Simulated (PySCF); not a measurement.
MoH4, SMILES [MoH4] (connectivity only; charge and spin as stated), neutral, multiplicity 3.

Geometry: B3LYP-D3(BJ)/def2-TZVPD. The multiplicity is an assumed one; other spin states were not compared. The def2 effective core potentials stand for the cores of Mo; spin–orbit coupling is left out.

These are B3LYP-D3(BJ)/def2-TZVPD run with PySCF values and carry that method's errors.

Frequencies are harmonic and unscaled.

Modes within 1.5 cm⁻¹ of each other (mostly degenerate sets) share a row, with their intensities summed.

| mode | ν (cm⁻¹) | IR (km/mol) | moving atoms (share of kinetic energy) |
|---|---|---|---|
| 1–3 | 553 | 419.0 | H 97 % |
| 4–5 | 716 | 0.0 | H 100 % |
| 6–8 | 1901 | 768.3 | H 99 % |
| 9 | 1944 | 0.0 | H 100 % |
